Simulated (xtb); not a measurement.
H10PSi3 (SMILES [SiH3][PH+]([SiH3])[SiH3]), charge +1, singlet, geometry from GFN2-xTB; GFN2-xTB (xtb).

Input for xtb:
```
$ xtb mol.xyz --gfn 2 --chrg 1 --grad --json

# file mol.xyz
14

Si     0.04855822     2.11290942    -0.85500834
P      0.01950077     0.08838821     0.25094838
Si     1.93130246    -1.20017790     0.16561152
Si    -2.00194028    -1.01280841     0.40526237
H      1.33519795     2.68962615    -0.47445846
H     -0.05592548     1.70799273    -2.25325371
H     -1.12206275     2.80668367    -0.32473858
H      0.12031585     0.54533767     1.54830160
H      3.00016157    -0.24023002     0.42810434
H      1.89511433    -1.72527509    -1.19561141
H      1.71912968    -2.19299625     1.21544799
H     -1.75914735    -2.02730016     1.42737797
H     -2.93537617     0.04252360     0.78975421
H     -2.18080473    -1.53110888    -0.94726734
```

Problem. Write the output that xtb gives for this input, abridged.

Solution. 
```
   ID    Z sym.   atoms
    1   14 Si     1, 3, 4
    2   15 P      2
    3    1 H      5-14

           -------------------------------------------------
          |                Calculation Setup                |
           -------------------------------------------------

           -------------------------------------------------
          |                 G F N 2 - x T B                 |
           -------------------------------------------------

          ...................................................
          :                      SETUP                      :
          :.................................................:
          :  # basis functions                  50          :
          :  # atomic orbitals                  46          :
          :  # shells                           22          :
          :  # electrons                        26          :
          :  max. iterations                   250          :
          :  Hamiltonian                  GFN2-xTB          :
          :  restarted?                      false          :
          :  GBSA solvation                  false          :
          :  PC potential                    false          :
          :  electronic temp.          300.0000000     K    :
          :  accuracy                    1.0000000          :
          :  -> integral cutoff          0.2500000E+02      :
          :  -> integral neglect         0.1000000E-07      :
          :  -> SCF convergence          0.1000000E-05 Eh   :
          :  -> wf. convergence          0.1000000E-03 e    :
          :  Broyden damping             0.4000000          :
          :  net charge                          1          :
          :  unpaired electrons                  0          :
          ...................................................

 iter      E             dE          RMSdq      gap      omega  full diag
   1    -12.3269113 -0.123269E+02  0.936E+00    4.87       0.0  T
   2    -12.5296180 -0.202707E+00  0.440E+00    4.32       1.0  T
   3    -12.5323666 -0.274853E-02  0.261E+00    4.34       1.0  T
   4    -12.5328541 -0.487488E-03  0.880E-01    4.36       1.0  T
   5    -12.5328174  0.366436E-04  0.309E-01    4.40       1.0  T
   6    -12.5331467 -0.329292E-03  0.137E-01    4.35       1.0  T
   7    -12.5332246 -0.779174E-04  0.357E-02    4.37       1.0  T
   8    -12.5332269 -0.224385E-05  0.133E-02    4.37       2.0  T
   9    -12.5332275 -0.662027E-06  0.622E-03    4.36       4.3  T
[...]
         :: total energy             -12.423845452987 Eh    ::
[...]
    13   1 H        0.919    -0.011     3.251     2.820
    14   1 H        0.919    -0.023     3.495     2.924

 Mol. C6AA /au·bohr⁶  :       3695.972871
 Mol. C8AA /au·bohr⁸  :     169332.594453
 Mol. α(0) /au        :        108.964701

Wiberg/Mayer (AO) data.
largest (>0.10) Wiberg bond orders for each atom

 ---------------------------------------------------------------------------
     #   Z sym  total        # sym  WBO       # sym  WBO       # sym  WBO
 ---------------------------------------------------------------------------
     1  14 Si   3.483 --     6 H    0.883     7 H    0.878     5 H    0.878
                             2 P    0.746
     2  15 P    3.615 --     8 H    0.968     3 Si   0.746     4 Si   0.746
                             1 Si   0.746
     3  14 Si   3.483 --    10 H    0.883     9 H    0.878    11 H    0.878
                             2 P    0.746
     4  14 Si   3.483 --    14 H    0.883    12 H    0.878    13 H    0.878
                             2 P    0.746
     5   1 H    0.999 --     1 Si   0.878
     6   1 H    0.999 --     1 Si   0.883
     7   1 H    0.999 --     1 Si   0.878
     8   1 H    0.999 --     2 P    0.968
     9   1 H    0.999 --     3 Si   0.878
    10   1 H    0.999 --     3 Si   0.883
    11   1 H    0.999 --     3 Si   0.878
    12   1 H    0.999 --     4 Si   0.878
    13   1 H    0.999 --     4 Si   0.878
    14   1 H    0.999 --     4 Si   0.883
 ---------------------------------------------------------------------------

Topologies differ in total number of bonds
Writing topology from bond orders to xtbtopo.mol

molecular dipole:
                 x           y           z       tot (Debye)
 q only:       -0.019      -0.088      -0.248
   full:        0.002       0.008       0.023       0.062
molecular quadrupole (traceless):
                xx          xy          yy          xz          yz          zz
 q only:        6.184      -0.457       4.215      -1.297      -5.876     -10.399
  q+dip:        4.698      -0.347       3.202      -0.985      -4.464      -7.900
   full:        5.282      -0.390       3.600      -1.107      -5.019      -8.882

           -------------------------------------------------
          | TOTAL ENERGY              -12.423845452987 Eh   |
          | GRADIENT NORM               0.000011302287 Eh/α |
          | HOMO-LUMO GAP               4.365242400680 eV   |
           -------------------------------------------------

normal termination of xtb
```
